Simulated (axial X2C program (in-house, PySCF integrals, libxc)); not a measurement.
MoI: from the spin-free to the two-component result

Computed with an in-house all-electron X2C program for linear molecules (integrals from PySCF). Spin-free means the one-electron spin-free X2C Hamiltonian; two-component (2c) means X2C with spin–orbit coupling and atomic mean-field two-electron Coulomb and Gaunt terms, so the difference of the two also holds small scalar two-electron terms. Basis: I dyall-cv3z [11s12p8d4f1g], Mo dyall-cv3z [11s12p9d5f3g] (cores contracted in-house); Gaussian nuclei, density fitting, unrestricted open shells. Masses: I 126.904 u, Mo 97.905 u.

Spin-free state: M_S = 5/2, Λ = 0 (beyond evenly filled blocks: σα, π+α, π-α, δ+α, δ-α); fragments I + Mo.

```
  level  Re (Å)  ωe (cm⁻¹)  De (eV)  μ (D)
   PBE0   2.635      212.7    2.831   4.78
     HF   2.768      183.1    1.734   7.01
    MP2   2.623      221.4    2.777    n/a
   CCSD   2.658      211.5    2.621    n/a
CCSD(T)   2.645      215.4    2.724    n/a
  B3LYP   2.654      207.8    2.817   4.53
r2SCAN0   2.639      213.2    2.737   4.95
   BP86   2.622      215.3    2.950   3.76
```

Correlated methods: 21 electrons correlated (number of frozen shells: I 4 s, 3 p, 2 d; Mo 3 s, 2 p, 1 d), 341 virtual spin orbitals or spinors in MP2, 140 natural virtuals in coupled cluster.

Dipoles are positive if Mo is the positive end.

Two-component determinant lowest at the distance of the search:

Ω = 5/2 (⟨Sz⟩ = 2.50, ⟨Lz⟩ = 0.00 at HF); fragments I + Mo.

| level | Re (Å) | ωe (cm⁻¹) | De (eV) | μ (D) |
| --- | --- | --- | --- | --- |
| PBE0 | 2.638 | 210.8 | 2.572 | 4.72 |
| HF | 2.771 | 181.7 | 1.434 | 6.97 |
| MP2 | 2.626 | 220.0 | 2.502 | n/a |
| CCSD | 2.661 | 210.0 | 2.337 | n/a |
| CCSD(T) | 2.648 | 213.9 | 2.442 | n/a |
| B3LYP | 2.658 | 205.7 | 2.517 | 4.47 |
| r2SCAN0 | 2.642 | 211.5 | n/a | 4.90 |
| BP86 | 2.626 | 213.0 | 2.674 | 3.70 |

Question: From the two tables, how do the constants change at the CCSD(T) level (2c against spin-free)?

Answer: At the CCSD(T) level Re rises by 0.003 Å and ωe falls by 1.5 cm⁻¹; De changes by -0.282 eV.

Occupations by symmetry block were frozen at the best pattern of an incomplete PBE0 search. Dissociation energies refer to the lowest single-determinant-based atoms at the same level and basis. De is not given where an atomic determinant may have missed its ground term or J level, or where the truncated virtual space spoils (T). Density functionals use the spin component along the axis (collinear). Coupled cluster ran in a truncated set of natural virtual spinors; the MP2 energy of the rest was added. (T) has no such correction and the atoms are truncated less, which lowers De at CCSD(T) by a hundredth of an eV or more. Without a current term, density functionals place determinants with orbital angular momentum somewhat too high. With several unpaired electrons one determinant need not be a pure state. Some points did not converge and are left out. This is the top spin component of a Σ state; components of lower Ω are not single determinants and can lie lower. The stretched end of a curve changes character and is left out.
